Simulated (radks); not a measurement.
Question: Tl II, 80 electrons, occupied as [Xe] 4f13 5d9 6s2 6p2 (not the ground configuration). All-electron calculation, Dirac Kohn-Sham, PBE, spin-unpolarised, spherical densities, finite nucleus; open shells are shared between the two j in proportion to 2j + 1; Fermi nuclear charge, rms radius 5.4759 fm. Program: a radial shooting solver on a logarithmic mesh with Libxc functionals.

Spin-orbit splittings of the eigenvalues, e(l+1/2) - e(l-1/2), with zeta = 2 splitting/(2l+1) and mean radii in bohr:

| shell | occ. | splitting (eV) | zeta (eV) | <r> j=l-1/2 | <r> j=l+1/2 |
|---|---|---|---|---|---|
| 2p | 6 | 2065 | 1377 | 0.05589 | 0.06469 |
| 3p | 6 | 459.1 | 306.1 | 0.1674 | 0.1835 |
| 3d | 10 | 98.02 | 39.21 | 0.1595 | 0.1644 |
| 4p | 6 | 112.5 | 74.98 | 0.3920 | 0.4259 |
| 4d | 10 | 21.09 | 8.438 | 0.4309 | 0.4418 |
| 4f | 13 | ? | ? | 0.4565 | 0.4626 |
| 5p | 6 | 21.45 | 14.30 | 0.9218 | 1.009 |
| 5d | 9 | 2.629 | 1.052 | 1.255 | 1.296 |
| 6p | 2 | 2.087 | 1.391 | 2.648 | 2.955 |

Estimate the 4f splitting.

Answer: 4.741 eV (zeta = 1.354 eV).
